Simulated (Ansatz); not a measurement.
```yaml
crystal:
  periodic: [false, false, false]
  atoms:
    - {symbol: C, position_ang: [-1.622090, 1.017754, 0.717642]}
    - {symbol: B, position_ang: [-0.100078, 1.298965, 0.383423]}
    - {symbol: Si, position_ang: [1.246763, -0.088320, 0.070558]}
    - {symbol: C, position_ang: [0.941264, -1.919885, -0.143779]}
    - {symbol: S, position_ang: [0.359916, 1.034400, -1.673248]}
    - {symbol: H, position_ang: [-1.758732, 1.057899, 1.803932]}
    - {symbol: H, position_ang: [-1.981232, 0.036606, 0.390934]}
    - {symbol: H, position_ang: [-2.284733, 1.774622, 0.287838]}
    - {symbol: H, position_ang: [0.389672, 2.373798, 0.607114]}
    - {symbol: H, position_ang: [2.702553, 0.211369, 0.022377]}
    - {symbol: H, position_ang: [-0.127338, -2.128465, -0.227854]}
    - {symbol: H, position_ang: [1.452551, -2.319657, -1.021502]}
    - {symbol: H, position_ang: [1.316202, -2.452510, 0.735208]}
    - {symbol: H, position_ang: [-0.547618, 0.074123, -1.923644]}
basis:
  gaussian: {orbitals: def2-TZVP, nuclear_model: gaussian, point_charges: [{charge: 0.50, position_ang: [5.688, 0.890, 0.098]}]}
magnetization: {spin_polarized: true, initial_magnetization: 4}
hamiltonian: {xc: {name: B3LYP}}
accuracy: high
output: {forces: true}
```

```sh
$ ansatz run in.yaml --threads 4 --pin off --events-out ev --progress --plain --max-ram 10444MiB
```

It prints (some lines left out):

```
Functional definition: B3LYP
  name "B3LYP"
  cite "Stephens, Devlin, Chabalowski & Frisch, J. Phys. Chem. 98, 11623 (1994) doi:10.1021/j100096a001"
  cite "Becke, Phys. Rev. A 38, 3098 (1988) doi:10.1103/PhysRevA.38.3098"
  cite "Lee, Yang & Parr, Phys. Rev. B 37, 785 (1988) doi:10.1103/PhysRevB.37.785"
  cite "Vosko, Wilk & Nusair, Can. J. Phys. 58, 1200 (1980) doi:10.1139/p80-159"
  parameter a0 = 0.2
  parameter ax = 0.72
  parameter ac = 0.81
  exchange = (1 - a0 - ax)*slater_x + ax*b88_x + a0*exact_x
  correlation = (1 - ac)*vwn_rpa_c + ac*lyp_c
4140 factors; integrals over basis functions are off by at most 2.6e-8 eV
mean field evaluation 1: about -21583.7979 eV, gradient 6.0e1 eV
mean field evaluation 2: about -21521.1932 eV, gradient 1.1e2 eV
mean field evaluation 4: about -21600.1610 eV, gradient 2.1e1 eV
mean field evaluation 8: about -21603.0528 eV, gradient 1.0e0 eV
mean field evaluation 16: about -21603.3026 eV, gradient 9.2e-2 eV
mean field evaluation 32: about -21603.3033 eV, gradient 1.6e-4 eV
mean field -21603.30331120 eV, -793.9067534416 hartree, gradient 7.4e-8 eV, S^2 6.007582; 7 other end points of the search recorded, 0 dependent functions left out
the calculation of the forces begins
reference -21603.30336111 eV, -793.9067552760 hartree; 30, 26 occupied and 191, 195 virtual orbitals, 4140 factors
Total energy: -21603.30336111 eV, -793.9067552760 hartree
Atom 0 at    -1.622090     1.017754     0.717642 Å, force     0.521916    -0.801743    -0.038703 eV/Å
Atom 1 at    -0.100078     1.298965     0.383423 Å, force    -2.748819     1.421472     0.815331 eV/Å
Atom 2 at     1.246763    -0.088320     0.070558 Å, force     3.314068    -2.309313     3.580012 eV/Å
Atom 3 at     0.941264    -1.919885    -0.143779 Å, force    -0.568409    -0.149227    -0.052041 eV/Å
Atom 4 at     0.359916     1.034400    -1.673248 Å, force     2.366860     3.880401    -3.311330 eV/Å
Atom 5 at    -1.758732     1.057899     1.803932 Å, force     0.030712     0.015733     0.129873 eV/Å
Atom 6 at    -1.981232     0.036606     0.390934 Å, force    -0.108058     0.063564     0.004341 eV/Å
Atom 7 at    -2.284733     1.774622     0.287838 Å, force     0.128240     0.128107    -0.100277 eV/Å
Atom 8 at     0.389672     2.373798     0.607114 Å, force     0.416230    -0.311031    -0.256889 eV/Å
Atom 9 at     2.702553     0.211369     0.022377 Å, force    -0.115491     0.303419    -0.267390 eV/Å
Atom 10 at    -0.127338    -2.128465    -0.227854 Å, force     0.061051    -0.145853    -0.103056 eV/Å
Atom 11 at     1.452551    -2.319657    -1.021502 Å, force    -0.054280    -0.012306    -0.200075 eV/Å
Atom 12 at     1.316202    -2.452510     0.735208 Å, force    -0.013833     0.154299    -0.131697 eV/Å
Atom 13 at    -0.547618     0.074123    -1.923644 Å, force    -3.152140    -2.227438    -0.084723 eV/Å
Dipole moment:    -0.559514    -0.075809    -0.137380 e Å
```

Task: Something in this input is off. What?

Result: The spin is set far too high for this molecule. The calculation finished and met its thresholds. The result belongs to that input, not to the molecule as meant.

B3LYP here is the variant with VWN-RPA as its local correlation; programs differ in this.
